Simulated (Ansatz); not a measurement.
Cl2Zn, triplet, geometry from GFN2-xTB of the parent state (such geometries of metal compounds can be far from the true shape) (a higher spin typed on purpose: for a closed-shell molecule this is an excited state); PBE0/pcseg-1 (Ansatz, a program for electronic structure).

Input for Ansatz:
Ansatz 0.2 input:
```yaml
crystal:
  periodic: [false, false, false]
  atoms:
    - {symbol: Zn, position_ang: [0.10825094, 0.38059368, 0.21210131]}
    - {symbol: Cl, position_ang: [1.30904056, -0.00597581, -1.49586408]}
    - {symbol: Cl, position_ang: [-1.50007163, -0.66566009, 1.12156766]}
basis:
  gaussian:
    orbitals: pcseg-1.json
hamiltonian:
  xc: pbe0
magnetization: {spin_polarized: true, initial_magnetization: 2}
```
The basis file holds pcseg-1 in the JSON format of the Basis Set Exchange.

Q: What does Ansatz print? Leave out banner, timings and long lists.

A: 
```
Functional definition: PBE0
691 factors; integrals over basis functions are off by at most 7.4e-4 eV
mean field evaluation 1: about -73439.7999 eV, gradient 2.4e1 eV
mean field evaluation 2: about -73437.6948 eV, gradient 3.4e1 eV
mean field evaluation 4: about -73441.7695 eV, gradient 6.8e-1 eV
mean field evaluation 8: about -73441.8893 eV, gradient 9.9e-2 eV
mean field evaluation 16: about -73441.8899 eV, gradient 4.1e-4 eV
mean field evaluation 32: about -73441.8529 eV, gradient 1.2e-1 eV
mean field -73441.88994523 eV, -2698.9396747861 hartree, gradient 3.7e-6 eV, S^2 2.005845; 4 other end points of the search recorded, 0 dependent functions left out
reference -73441.88997332 eV, -2698.9396758187 hartree; 33, 31 occupied and 34, 36 virtual orbitals, 691 factors
Total energy: -73441.88997332 eV, -2698.9396758187 hartree
```
